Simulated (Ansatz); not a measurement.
Basis sets compared for Si20H28, a nanocrystal cut from cubic silicon. Total charge 0; singlet. Geometry PBE-D4/def2-SVP. Ansatz on 2 threads of AMD EPYC 7R13 on a shared host and a share (18 GiB) of an NVIDIA H100 80GB HBM3; times are rough, and most runs start from earlier orbitals.

Cartesian coordinates in Å:
```
Si -0.6189 3.9207 -1.7784
Si 2.2197 1.5542 3.4856
Si -0.4633 -1.9090 3.2973
Si -2.8799 0.7776 -2.3311
Si -2.7739 -2.0165 0.2900
Si -0.4816 0.9971 0.6923
Si 2.5201 1.5663 -1.5609
Si 2.5381 -1.3446 0.8737
Si 0.1769 -1.5259 -2.1394
Si 0.2771 -4.3717 0.4640
Si 0.5917 2.5447 2.1011
Si -1.8799 2.2141 -0.7592
Si 1.2951 3.0900 -2.8748
Si -1.7698 -0.5788 1.8626
Si 3.6825 0.1272 2.3110
Si 1.2533 -2.9268 2.0485
Si -4.1810 -0.7861 -1.1422
Si -1.2753 -0.3880 -3.5993
Si -1.1080 -3.1124 -0.9645
Si 1.1707 -0.0871 -0.5726
H -1.4749 4.6659 -2.7741
H -0.1807 4.9013 -0.7190
H 3.0294 2.6411 4.1518
H 1.5276 0.7663 4.5677
H -1.3378 -2.9909 3.8854
H 0.1064 -1.1000 4.4341
H -3.7666 1.5822 -3.2542
H -3.5791 -3.0608 1.0309
H 3.1989 2.3295 -0.4500
H 3.5954 0.9120 -2.3938
H 3.5538 -2.0933 0.0393
H 1.2628 -2.2364 -2.9143
H -0.5336 -5.4381 1.1607
H 1.3608 -5.0478 -0.3402
H -0.4360 3.2626 2.9418
H 1.2679 3.5707 1.2251
H -2.9810 2.8497 0.0606
H 2.1869 4.2509 -3.2459
H 0.8735 2.4069 -4.1501
H -2.8467 0.1437 2.6390
H 4.5065 -0.6602 3.3012
H 4.6262 0.9722 1.4917
H 2.1514 -3.7162 2.9736
H -5.2279 -0.0616 -0.3314
H -4.8826 -1.7172 -2.1014
H -1.9876 -1.4023 -4.4623
H -0.5222 0.5504 -4.5069
H -1.7843 -4.0255 -1.9629
```

Single mean-field runs in def2-SVP, def2-TZVP are fitted with def2-universal-jkfit.

Binding counts from free atoms (Si triplet, H doublet) in the same basis, without a counterpoise term.

```tsv
level	functions	energy (Eh)	HOMO (eV)	LUMO (eV)	binding per atom (eV)	wall time
PBE-D4/def2-SVP (with forces)	500	-5802.2122	-6.18	-2.10	3.27	5 s
PBE0-D4/def2-SVP	500	-5802.8101	-7.14	-1.47	3.27	3.9 s
```

Q: Estimate the rows for PBE-D4/def2-TZVP, PBE0-D4/def2-TZVP.

A: 
```tsv
level	functions	energy (Eh)	HOMO (eV)	LUMO (eV)	binding per atom (eV)	wall time
PBE-D4/def2-TZVP	908	-5804.2069	-6.17	-2.23	3.27	6.5 s
PBE0-D4/def2-TZVP	908	-5804.7836	-7.09	-1.54	3.27	7 s
```
